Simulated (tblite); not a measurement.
C3H8NO4S2 (charge -1).
Geometry (GFN2-xTB, Å), atoms numbered from 1 in this order:
```
atom  x, y, z in Å
C1    -2.5440   -0.0818   -0.8092
C2    -1.6451    0.0444    0.3963
S3    -0.2582    1.1374   -0.0745
O4     0.6235    1.2261    1.0813
O5    -0.8574    2.4040   -0.4516
N6     0.4367    0.4927   -1.3484
S7     1.2994   -0.7991   -1.0282
C8     2.8362   -0.2267   -0.2348
O9     1.7005   -1.4228   -2.2757
O10    0.6631   -1.7107   -0.0901
H11   -3.4128   -0.7097   -0.6076
H12   -1.9657   -0.5132   -1.6234
H13   -2.8722    0.9102   -1.1133
H14   -2.1286    0.5173    1.2469
H15   -1.1801   -0.8946    0.6767
H16    2.5225    0.3728    0.6092
H17    3.3752    0.3593   -0.9660
H18    3.3980   -1.0994    0.0711
```

Level: GFN2-xTB in tblite, geometry and Hessian alike; calculated harmonic values, unscaled, isolated species. Errors from tens to a few hundred cm⁻¹ against measured bands are possible. One conformer, not necessarily the lowest.

Harmonic wavenumbers (cm⁻¹): 53.7, 61.0, 137.4, 159.2, 167.0, 170.1, 186.8, 233.0, 263.0, 300.3, 333.0, 352.0, 372.0, 448.7, 487.8, 507.4, 518.5, 660.8, 689.1, 782.3, 823.7, 846.4, 868.0, 947.0, 990.7, 1006.2, 1078.5, 1098.6, 1105.0, 1175.8, 1191.4, 1211.1, 1215.2, 1233.8, 1384.9, 1431.7, 1433.1, 1437.8, 1474.7, 1498.2, 2981.2, 3005.4, 3027.6, 3038.6, 3046.1, 3052.9, 3079.2, 3086.3.

A = 1737, B = 864.9, C = 736.6 MHz; mass 185.989 u (most abundant isotopes); point group C1, symmetry number 1.

Question: Zero-point energy?

Answer: Half the sum of the wavenumbers: 27326 cm⁻¹ = 78.13 kcal/mol.

Question: What is S at 298.15 K and 1 bar for an ideal gas of classical rigid rotors and harmonic oscillators?

Answer: Translation 41.59, rotation 30.05, vibration 35.00: S = 106.6 cal/(mol K).

Question: And Cp and H(298.15 K) − H(0)?

Answer: Cp = 44.11 cal/(mol K), of which vibrations give 36.16 (their classical limit is 48 R = 95.4); H(298.15 K) − H(0) = 8.01 kcal/mol without the zero-point energy, 5.64 from vibrations.

Question: Blend soft modes into free rotors: weight 1/[1 + (100 cm⁻¹/ν̃)⁴] for the oscillator and the rest for a rotor with moment μB/(μ + B), μ = h/(8π²ν), B = 10⁻⁴⁴ kg m². What vibrational entropy results?

Answer: 32.85 cal/(mol K) in place of 35.00, which changes −T·S at 298.15 K by +0.64 kcal/mol.

Question: Which modes carry the vibrational entropy at 298.15 K?

Answer: 53.7 cm⁻¹: 4.68; 61.0 cm⁻¹: 4.42; 137.4 cm⁻¹: 2.84; 159.2 cm⁻¹: 2.56; 167.0 cm⁻¹: 2.47; 170.1 cm⁻¹: 2.43 cal/(mol K); the other 42 give 15.60 together.

Question: What must be added to the electronic energy to get the Gibbs energy at 298.15 K and 1 bar?

Answer: ZPE + [H(298.15 K) − H(0)] − T·S = 78.13 + 8.01 − 31.80 = 54.34 kcal/mol.

Question: How do the functions run with temperature in this model?

Answer: 
| T (K) | S (cal/(mol K)) | Cp (cal/(mol K)) | H − H(0) (kcal/mol) | G − H(0) (kcal/mol) | ln q(vib) |
| --- | --- | --- | --- | --- | --- |
| 50 | 60.5 | 13.4 | 0.50 | -2.52 | 0.48 |
| 100 | 72.3 | 21.5 | 1.38 | -5.85 | 1.76 |
| 373.15 | 117.3 | 51.2 | 11.59 | -32.19 | 10.46 |
| 500 | 133.7 | 61.0 | 18.73 | -48.13 | 14.32 |
| 750 | 161.1 | 73.9 | 35.74 | -85.12 | 21.36 |
| 1000 | 183.6 | 82.0 | 55.29 | -128.29 | 27.66 |

q(vib) and H(0) count from the zero-point level.

Hindered rotation and anharmonicity are outside this model. Other conformers, if any are populated, would add a mixing term that is left out. The structure is chiral; the term R ln 2 for an equal mix with its mirror image is left out.
